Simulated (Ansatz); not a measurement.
The inner images of a band of AlF3H2 (6 atoms, charge 0, multiplicity 1) are given out of order.

Method: Ansatz 0.2.0, RKS B3LYP/def2-SVP.

First end point:

```xyz
6
Properties=species:S:1:pos:R:3
Al 0.005 0.072 0.103
H 0.002 0.634 1.576
F 1.423 0.081 -0.768
F -1.426 0.009 -0.746
F 0.058 -1.850 0.753
H 0.066 -1.845 1.693
```

Last end point:

```xyz
6
Properties=species:S:1:pos:R:3
Al 0.019 -0.595 -0.209
H 0.013 0.160 1.823
F 1.420 0.207 -0.555
F -1.424 0.139 -0.530
F 0.062 -2.209 0.153
H 0.038 -0.600 1.930
```

Problem. Put them in order from the first end to the last, with their energies above the first end.
A.
```xyz
6
Properties=species:S:1:pos:R:3
Al 0.011 -0.175 0.024
H 0.020 0.062 1.687
F 1.432 0.155 -0.757
F -1.436 0.089 -0.734
F 0.057 -1.888 0.802
H 0.045 -1.142 1.590
```
B.
```xyz
6
Properties=species:S:1:pos:R:3
Al 0.014 -0.351 -0.054
H 0.022 -0.034 1.768
F 1.425 0.195 -0.717
F -1.431 0.128 -0.695
F 0.057 -1.943 0.627
H 0.040 -0.893 1.682
```
C.
```xyz
6
Properties=species:S:1:pos:R:3
Al 0.008 -0.054 0.059
H 0.014 0.230 1.645
F 1.429 0.135 -0.775
F -1.435 0.065 -0.751
F 0.059 -1.894 0.806
H 0.052 -1.380 1.628
```
D.
```xyz
6
Properties=species:S:1:pos:R:3
Al 0.006 0.017 0.081
H 0.008 0.426 1.614
F 1.424 0.110 -0.783
F -1.428 0.038 -0.760
F 0.059 -1.876 0.776
H 0.059 -1.613 1.684
```
E.
```xyz
6
Properties=species:S:1:pos:R:3
Al 0.017 -0.502 -0.165
H 0.020 0.034 1.848
F 1.417 0.223 -0.654
F -1.423 0.154 -0.632
F 0.059 -2.069 0.401
H 0.038 -0.739 1.813
```

Solution. D (+2.3 kJ/mol), C (+8.8 kJ/mol), A (+17.6 kJ/mol), B (-39.5 kJ/mol), E (-91.6 kJ/mol).

The run took 82 s on 1 thread of Arm Neoverse V2 (shared host), peak memory 0.12 GiB.
